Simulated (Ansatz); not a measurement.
Geometry optimisation, RKS r2SCANh/def2-SVP (Ansatz 0.2.0).

input.yaml

```yaml
crystal:
  periodic: [false, false, false]
  atoms:
    - { symbol: Al, position_ang: [0.030363, 0.395224, -0.045446] }
    - { symbol: Cl, position_ang: [-0.147056, 0.542901, 2.127939] }
    - { symbol: F, position_ang: [1.500659, 0.627647, -0.747973] }
    - { symbol: F, position_ang: [-1.343089, 0.391571, -0.952933] }
    - { symbol: "N", position_ang: [0.104357, -2.514051, 0.990761] }
    - { symbol: H, position_ang: [-0.58587, -3.236207, 0.797899] }
    - { symbol: H, position_ang: [0.996887, -2.968908, 1.167488] }
    - { symbol: H, position_ang: [-0.169052, -2.020676, 1.861165] }
basis:
  gaussian: { orbitals: def2-SVP }
hamiltonian:
  xc: r2scanh
relax:
  f_tol: 0.03
  max_steps: 50
```

Launched with:

```bash
$ ansatz run input.yaml --threads 2 --pin off --max-ram 3072MiB --backend cpu --events-out ev --progress --plain --runs-dir out
```

Problem. Where does it end, and by what steps?

Solution. The run converged. After 8 steps the energy has fallen by 1.480 eV; H6 moved furthest, 0.76 Å. Joined: Al1–N5 (3.09 → 2.00 Å).

| step | energy less start (eV) | largest force component (eV/Å) | accepted |
| --- | --- | --- | --- |
| 0 | 0.0000 | 1.665 | yes |
| 1 | -0.2969 | 0.900 | yes |
| 2 | -0.7192 | 0.723 | yes |
| 3 | -1.1727 | 0.674 | yes |
| 4 | -1.3722 | 1.353 | yes |
| 5 | -1.4459 | 0.537 | yes |
| 6 | -1.4707 | 0.132 | yes |
| 7 | -1.4790 | 0.079 | yes |
| 8 | -1.4799 | 0.018 | yes |

```xyz
8
Properties=species:S:1:pos:R:3
Al 0.024 -0.145 0.309
Cl -0.201 0.897 2.135
F 1.513 -0.041 -0.436
F -1.311 -0.209 -0.688
N 0.083 -2.059 0.896
H -0.600 -2.609 0.372
H 1.006 -2.459 0.723
H -0.125 -2.158 1.890
```

Whether the end is a true minimum wasn't checked by a vibrational analysis.

The run took 34 s on 2 threads of Intel(R) Xeon(R) Platinum 8488C (Sapphire Rapids) (shared host), peak memory 0.23 GiB.
